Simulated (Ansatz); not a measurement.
Two structures of SiAsH7O, closed shell, reached by relaxing down either side of one saddle point (PBE0-D4/def2-TZVP). Energies are electronic, without zero-point energy. Computed with Ansatz 0.2.0 (basis: def2-TZVPP and def2-QZVPP); correlated methods freeze the cores. Filled d shells of the heavier atoms are correlated. The def2 sets are not built for correlating such inner shells, so the correlated values are less sure here. Extrapolation: Hartree–Fock as exp(−7.88 √X), correlation as X^−2.97. First:

Si1  (-0.688, 1.405, -0.713)
O2  (-1.251, 1.089, 0.804)
H3  (-1.435, 0.506, -1.620)
H4  (-0.917, 2.826, -1.095)
H5  (0.773, 1.132, -0.821)
H6  (0.030, -1.502, 0.782)
As7  (1.027, -2.175, -0.149)
H8  (-0.890, 1.598, 1.530)
H9  (2.206, -1.488, 0.524)
H10  (1.144, -3.391, 0.758)
(Å)

Second:

```tsv
atom	x (Å)	y (Å)	z (Å)
Si1	0.2739	0.5958	-1.0030
O2	-1.3886	-0.0843	1.5916
H3	-1.1846	0.8091	-1.1931
H4	0.7716	1.5547	0.0180
H5	0.9356	0.9125	-2.2992
H6	-1.1203	0.6463	2.1539
As7	0.7113	-1.6705	-0.4884
H8	-2.2493	0.1652	1.2466
H9	2.1522	-1.5578	-0.9735
H10	1.0981	-1.3711	0.9471
```

**Question.** Which bonds change from the first to the second?

**Answer.** SiH₄O ([OH][SiH3]) + AsH₃ → SiAsH₅ ([SiH3][AsH2]) + H₂O; bonds formed: Si1–As7, O2–H6; bonds broken: Si1–O2, H6–As7.

**Question.** Give the saddle point's structure and its height above each. (An estimate is asked for; the value comes from the calculation.)

**Answer.** The calculation gives: 2.033 eV above the first and 1.527 eV above the second (CCSD(T) at an estimated basis limit (MP2 extrapolated from triple and quadruple zeta, plus CCSD(T) − MP2 in triple zeta)).
| atom | x (Å) | y (Å) | z (Å) |
| --- | --- | --- | --- |
| Si1 | -0.3654 | 0.8471 | -0.7951 |
| O2 | -0.7937 | 0.4203 | 0.9242 |
| H3 | -1.1644 | 0.1459 | -1.8173 |
| H4 | -1.0318 | 2.1827 | -0.6187 |
| H5 | 1.0290 | 1.1980 | -1.1458 |
| H6 | -0.1504 | -0.4232 | 0.9607 |
| As7 | 0.9229 | -1.6381 | -0.3718 |
| H8 | -0.7286 | 1.0989 | 1.6166 |
| H9 | 2.0334 | -1.2665 | 0.6076 |
| H10 | 0.2490 | -2.5654 | 0.6396 |

No T1 diagnostic of these runs exceeds 0.013.

Labels in which every atom is bracketed show which atoms are joined, not bond orders.

For scale, one of the runs: CCSD(T)/def2-TZVPP, 219 basis functions, launched by `ansatz run in.yaml --threads 4 --pin off --events-out ev --progress --plain --max-ram 9574MiB`. Time: 89 s of wall clock on 4 CPU threads of an Arm Neoverse V2; the host was shared. Peak host memory: 3.2 GiB.
